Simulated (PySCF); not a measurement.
Structure with atom numbers: `[CH3:1][O:2][C:3]1=[CH:4][CH2:5][C:6]1=[O:7]`; H(Xn) means a hydrogen on atom n.

[PySCF: shielding tensors at PBE0/pcSseg-1 (GIAO); GFN2-xTB geometry; in vacuum; no relativistic terms; one computed conformer; rapidly exchanging positions averaged]

Referencing at the same level of theory: TMS for 13C and 1H; 17O against H2O.

```
atoms  nucleus  count  δ (ppm)
H(C5)       1H      2     2.83
   C1      13C      1     59.2
H(C1)       1H      3        ?
   C6      13C      1    192.4
H(C4)       1H      1     7.13
   C3      13C      1        ?
   C4      13C      1    137.7
   C5      13C      1     42.5
   O2      17O      1        ?
   O7      17O      1    606.0
```

Fill in the missing shifts.

## Answers


- C3: 161.0 ppm, alkene carbon bearing oxygen; an sp2 carbon further deshielded by the attached heteroatom
- H(C1): 4.09 ppm, hydrogen on a methyl carbon bonded to O; its carbon carries O, which withdraws density
- O2: 109.5 ppm, ether oxygen

Shifts are as computed. Against solution values, carbons near 30 ppm lie about +3 ppm off and those near 130 ppm about +5 ppm. Of 1211 compounds with measured shifts, 218 miss one by over three times the rms of a fit or turn the order of signals round; such compounds aren't used in these exercises. Unscaled 17O shifts of doubly bonded oxygen tend to come out too high, by tens of ppm or more. Experimental scales use liquid or dissolved standards, which lie at an offset from isolated H2O (liquid H2O: subtract about 36 ppm).
